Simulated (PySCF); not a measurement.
These are r2SCAN-D4/def2-TZVP run with PySCF 2.14.0 values and carry that method's errors. All species are isolated molecules in the gas phase. One relaxed conformer stands for a flexible species; it need not be the lowest. Excitations are Tamm–Dancoff values on a coarser integration grid. The basis has no diffuse functions, so Rydberg states are missing or too high.

Reference species (SMILES): `[F][In]([F])[F]` (neutral, multiplicity 1).

- HOMO = -9.63 eV
- LUMO = -4.17 eV
- T1 excitation (TDA) = 5.06 eV
- HOMO–LUMO gap = 5.45 eV

Changed species: `[NH2][In]([F])[F]` (1 of 3 F replaced by NH2; the reference has 0 of 3 F replaced by NH2).

Q: Predict the effect on the HOMO, LUMO, T1 excitation (TDA) and HOMO–LUMO gap.

A: the HOMO rises by 2.27 eV, to -7.36 eV; the LUMO rises by 1.18 eV, to -2.99 eV; the T1 excitation (TDA) falls by 1.30 eV, to 3.76 eV; the HOMO–LUMO gap decreases by 1.09 eV, to 4.36 eV.
